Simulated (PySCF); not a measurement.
Cd(Br)(Et) (C2H5BrCd), SMILES C[CH2][Cd][Br]. The structure is a stationary point at PBE0-D3(BJ)/def2-SVP. The def2 effective core potentials stand for the cores of Cd; spin–orbit coupling is left out. One conformer was computed; it need not be the lowest.

Question: Give the equilibrium geometry at PBE0-D3(BJ)/def2-SVP (PySCF confirms it by a frequency run) as bond lengths and angles, and its point group. (An estimate is asked for; the answer gives what the named calculation found.)

Answer: Several could match; the one computed here: point group Cs.
Atoms: Cd1 Br2 C3 C4 H5 H6 H7 H8 H9. Bonded distances (Å): Cd1–Br2 2.434, Cd1–C3 2.120, C3–C4 1.524, C3–H5 1.102, C3–H6 1.102, C4–H7 1.101, C4–H8 1.101, C4–H9 1.104. Angles (°): Br2–Cd1–C3 180.0, Cd1–C3–C4 115.1, Cd1–C3–H5 106.3, Cd1–C3–H6 106.3, C4–C3–H5 111.2, C4–C3–H6 111.2, H5–C3–H6 106.4, C3–C4–H7 112.3, C3–C4–H8 112.3, C3–C4–H9 111.1, H7–C4–H8 107.1, H7–C4–H9 106.8, H8–C4–H9 106.8.
Charge 0, spin multiplicity 1.
